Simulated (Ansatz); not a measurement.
Reaction: CH5B (SMILES CB) → CH4B (SMILES B[CH2], doublet) + H (doublet) (the C-H bond breaks)
Each species at its own B3LYP-D3(BJ)/def2-TZVP minimum (Ansatz, an electronic-structure program).

Quantity: bond dissociation energy (electronic), in kcal/mol. Radicals and triplets start from unrestricted determinants; spin-orbit coupling is neglected. CBS(X,Y): correlation extrapolated as X^-3, Hartree-Fock from the larger set. A bracket is a step between two methods taken in the basis named. The functionals are non-relativistic, so their misses hold any scalar relativity. Double hybrids freeze cores in their MP2 part. '+ core + X2C': CCSD(T) terms for core correlation (cc-pwCVTZ) and scalar relativity (cc-pVTZ-DK). Where a partner has so few electrons that a lower coupled-cluster level is exact, that level stands in.

CCSD(T)/CBS(cc-pVTZ,cc-pVQZ) + [CCSDT(Q) - CCSD(T)]/cc-pVTZ + core + X2C (Ansatz) gives 101.2 kcal/mol.

Q: What does PBE/def2-TZVPD (Ansatz) give here, and how do the other levels compare?

A: PBE gives 97.5 kcal/mol, 3.7 kcal/mol below it. Differences of the others: r2SCAN/def2-TZVPD (Ansatz) -4.6; PBE0/def2-TZVPD (Ansatz) -3.8; B2PLYP/def2-TZVPD (Ansatz) -2.9; CCSD(T)/CBS(cc-pVTZ,cc-pVQZ) + core + X2C (Ansatz) 0.1 kcal/mol. Nearer than PBE: B2PLYP/def2-TZVPD, CCSD(T)/CBS(cc-pVTZ,cc-pVQZ) + core + X2C.
